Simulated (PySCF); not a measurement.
## Exercise with solution: chemical shift, span and skew from a shielding tensor

C₄H₉FSi, SMILES CC[SiH2]/C=C\F. Atoms are numbered in the order given.

```xyz
15

C     -3.1945     0.0786    -0.1287
C     -1.8716    -0.5024    -0.6190
Si    -0.3482     0.2324     0.2128
C      1.1914    -0.5760    -0.4896
C      2.4280    -0.2670    -0.1107
F      2.6726     0.6591     0.8157
H     -3.2487     1.1650    -0.3031
H     -4.0565    -0.3781    -0.6399
H     -3.3318    -0.0836     0.9523
H     -1.7629    -0.3543    -1.7079
H     -1.8455    -1.5950    -0.4604
H     -0.4177     0.0118     1.6923
H     -0.3043     1.7116    -0.0165
H      1.1127    -1.3520    -1.2580
H      3.3551    -0.7102    -0.4912
```
Charge 0, spin multiplicity 1.

Geometry: PBE0-D3(BJ)/def2-SVP. The structure was generated by enumeration; whether it is a known compound was not checked. One conformer was computed; it need not be the lowest.

GIAO shieldings from B3LYP/pcSseg-1 (PySCF), non-relativistic, no solvent. The symmetric part of the tensor of Si3 has the principal values 357.7, 365.3, 437.7 ppm. The same nucleus in TMS has σ = 338.7 ppm at this level (PySCF, at its B3LYP-D3(BJ)/def2-TZVP geometry).

Work out the isotropic shielding, the ²⁹Si shift against TMS, the span and the skew.


σ(iso) = (σ11 + σ22 + σ33)/3 = 386.9 ppm. δ = σ(ref) − σ(iso) = 338.7 − (386.9) = -48.2 ppm.
Span Ω = σ33 − σ11 = 80.0 ppm. Skew κ = 3(σ(iso) − σ22)/Ω = 0.81. Tumbling in solution averages the tensor to δ; in a static solid the shielding alone would spread this spin-1/2 line over Ω.
